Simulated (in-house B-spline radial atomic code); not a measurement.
Relativistic effects in As¹⁷⁺, [Ne] 3s2 3p4: non-relativistic Hartree-Fock (point nucleus) against Dirac-Hartree-Fock (Fermi nucleus of rms radius 4.0968 fm), both averages of the configuration, computed with an all-electron radial atomic-structure program (B-spline basis).

```json
{"orbital": "1s1/2", "ε NR (Eh)": "-456.13", "ε Dirac (Eh)": "-462.76", "<r> NR (bohr)": "0.04637", "<r> Dirac (bohr)": "0.04548", "change of <r> (%)": "-1.9"}
{"orbital": "2s1/2", "ε NR (Eh)": "-79.434", "ε Dirac (Eh)": "-80.971", "<r> NR (bohr)": "0.2038", "<r> Dirac (bohr)": "0.1998", "change of <r> (%)": "-2.0"}
{"orbital": "2p1/2", "ε NR (Eh)": "-73.355", "ε Dirac (Eh)": "-74.651", "<r> NR (bohr)": "0.1768", "<r> Dirac (bohr)": "0.1729", "change of <r> (%)": "-2.2"}
{"orbital": "2p3/2", "ε NR (Eh)": "-73.355", "ε Dirac (Eh)": "-73.277", "<r> NR (bohr)": "0.1768", "<r> Dirac (bohr)": "0.1764", "change of <r> (%)": "-0.3"}
{"orbital": "3s1/2", "ε NR (Eh)": "-26.792", "ε Dirac (Eh)": "?", "<r> NR (bohr)": "0.5273", "<r> Dirac (bohr)": "?", "change of <r> (%)": "?"}
{"orbital": "3p1/2", "ε NR (Eh)": "-24.758", "ε Dirac (Eh)": "-25.062", "<r> NR (bohr)": "0.5163", "<r> Dirac (bohr)": "0.5092", "change of <r> (%)": "-1.4"}
{"orbital": "3p3/2", "ε NR (Eh)": "-24.758", "ε Dirac (Eh)": "?", "<r> NR (bohr)": "0.5163", "<r> Dirac (bohr)": "?", "change of <r> (%)": "?"}
```

(1) What happens to 3s1/2?

(2) What happens to 3p3/2?

(3) What explains the pattern of contraction and expansion?

(4) By how much does the total energy change?

Answers

(1) Its energy goes to -27.164 hartree and <r> to 0.5199 bohr (-1.39 %).

(2) Its energy goes to -24.784 hartree and <r> to 0.515 bohr (-0.27 %).

(3) The s and p1/2 orbitals contract directly, as their density near the nucleus moves at relativistic speed. Nothing expands appreciably in this ion.

(4) By -25.391 hartree, from -2080.723 to -2106.114.
